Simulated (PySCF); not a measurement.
# Excitation energy of Ge⁺ by level of theory

Ge⁺ [Ar] 3d10 4s2 4p1 (2P) → Ge⁺ [Ar] 3d10 4s2 5s1 (2S), as a difference of total energies. Calculation: PySCF 2.14, in aug-cc-pwCVTZ-PP with ECP10MDF; a scalar-relativistic core potential. Correlated levels: valence: 3s2 3p6 3d10 frozen; valence and next inner shell: nothing frozen outside the core potential. The calculations carry no spin-orbit coupling.

```json
{"method": "UHF", "excitation energy (cm⁻¹)": "59915"}
{"method": "LDA", "excitation energy (cm⁻¹)": "59780"}
{"method": "PBE", "excitation energy (cm⁻¹)": "59073"}
{"method": "PBE0", "excitation energy (cm⁻¹)": "60118"}
{"method": "r2SCAN", "excitation energy (cm⁻¹)": "62374"}
{"method": "PW91", "excitation energy (cm⁻¹)": "59432"}
{"method": "wB97M-V", "excitation energy (cm⁻¹)": "60322"}
{"method": "MP2 (valence)", "excitation energy (cm⁻¹)": "60095"}
{"method": "SCS-MP2 (valence)", "excitation energy (cm⁻¹)": "60230"}
{"method": "MP2 (valence and next inner shell)", "excitation energy (cm⁻¹)": "60476"}
{"method": "SCS-MP2 (valence and next inner shell)", "excitation energy (cm⁻¹)": "60376"}
```

Question: Estimate what TPSSh gives.

Answer: 60532 cm⁻¹, closest to MP2 (valence and next inner shell) among the rows shown.

Question: Estimate what PBEsol gives.

Answer: 59363 cm⁻¹, closest to PW91 among the rows shown.

Errors of the correlated levels include the incompleteness of this basis and the frozen core.

For comparison: 61225 cm⁻¹ (measured; NIST levels, between the centres of gravity of the two terms).
